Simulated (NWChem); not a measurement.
System: SiHF, singlet; SMILES [SiH]F

NWChem input:

```
start job
memory heap 200 mb stack 900 mb global 1100 mb
geometry units angstroms noautoz
  Si     0.100090     0.585904     0.000000
  H     -1.450034     0.804208     0.000000
  F      0.069099    -1.066693     0.000000
end
basis spherical
  * library def2-svp
end
dft
  xc becke88 lyp
  iterations 150
  mulliken
end
task dft energy
```

Low-valent species are run as closed-shell singlets; no triplet was tried in these runs. All runs use the structure optimised with PBE-D3(BJ)/def2-SVP.

Q: What results follow from this input? (BLYP/def2-SVP.) Quantities: energy (Ha); highest occupied level (eV); orbital gap (eV); dipole (D).

A: 
* **energy (Ha)**: -389.75
* **highest occupied level (eV)**: -5.65
* **orbital gap (eV)**: 2.33
* **dipole (D)**: 0.90
